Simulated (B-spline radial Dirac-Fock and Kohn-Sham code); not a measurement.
**Photoelectron lines of V¹⁵⁺ at 6900 eV**

System: V¹⁵⁺, [He] 2s2 2p4.

Level of theory: the independent-particle Dirac-Slater model, thresholds from Dirac-Fock; a B-spline atomic structure program. The asymmetry parameter β is from the dipole term alone. Kinetic energies are from the vacuum level. Open shells are spread statistically over j, without multiplet splitting.

| subshell | electrons | binding (eV) | kinetic (eV) | σ (kb) | β |
| --- | --- | --- | --- | --- | --- |
| K (1s) | 2 | 6100.4 | 799.6 | 25.3 | 2.00 |
| L1 (2s) | 2 | 1155.0 | 5745.0 | 1.90 | 2.00 |
| L2 (2p1/2) | 1.33 | 1074.7 | 5825.3 | 0.278 | 0.81 |
| L3 (2p3/2) | 2.67 | 1066.7 | 5833.3 | 0.524 | 0.80 |

Branching ratios of the spin-orbit partners (statistical value in brackets): 2p 1.89 (2.00).

Values without a named source are computed, but for edge energies of neutral atoms, which are taken from tables.
